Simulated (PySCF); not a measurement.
C₂H₄O₃, SMILES O(C(=O)O)C. Atoms are numbered in the order given.

```xyz
9

C      0.0356    -1.8316     0.0000
O      0.7036    -0.5716     0.0000
C     -0.0902     0.4980     0.0000
O     -1.2957     0.4865     0.0000
O      0.6719     1.6001     0.0000
H      0.8252    -2.5926     0.0000
H     -0.5977    -1.9389    -0.8936
H     -0.5977    -1.9389     0.8936
H      0.0602     2.3522     0.0000
```
Charge 0, spin multiplicity 1.

The structure is a stationary point at B3LYP-D3(BJ)/def2-SVP. One conformer was computed; it need not be the lowest.

Computed with PySCF with SMD-B3LYP/def2-SVP.

Solvation free energies are E(SMD) − E(gas) at the gas-phase geometry, for 1 M in both phases. In vacuum the dipole moment is 0.49 D.

```json
[
 {"solvent": "water", "ΔG(solv) (kcal/mol)": "-5.7", "its non-electrostatic (CDS) part": "5.2", "dipole (D)": "0.60"},
 {"solvent": "cyclohexanone", "ΔG(solv) (kcal/mol)": "-5.0", "its non-electrostatic (CDS) part": "-0.7", "dipole (D)": "0.61"},
 {"solvent": "methanol", "ΔG(solv) (kcal/mol)": "-5.8", "its non-electrostatic (CDS) part": "4.8", "dipole (D)": "0.60"}
]
```
